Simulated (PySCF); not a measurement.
C3H7ClOSi, SMILES C=C(Cl)[Si@@H](C)O.

The structure is a stationary point at TPSSh-D3(BJ)/def2-SVP. The structure was generated by enumeration; whether it is a known compound was not checked. Other conformers were not sampled.

Calculation: ωB97X/def2-TZVP (PySCF).

The molecule is in vacuum.

```yaml
total_energy: -943.53601 hartree
highest_occupied_level: -9.89 eV
lowest_empty_level: 1.48 eV
orbital_gap: 11.37 eV
dipole_moment: 1.41 D
quadrupole, principal values (traceless, Buckingham form, about the centre of nuclear charge): -8.87, 1.50, 7.37 D·Å
mean_static_polarisability: 75.5 bohr³ (11.18 Å³)
polarisability_principal_values: 60.5, 78.8, 87.1 bohr³
```
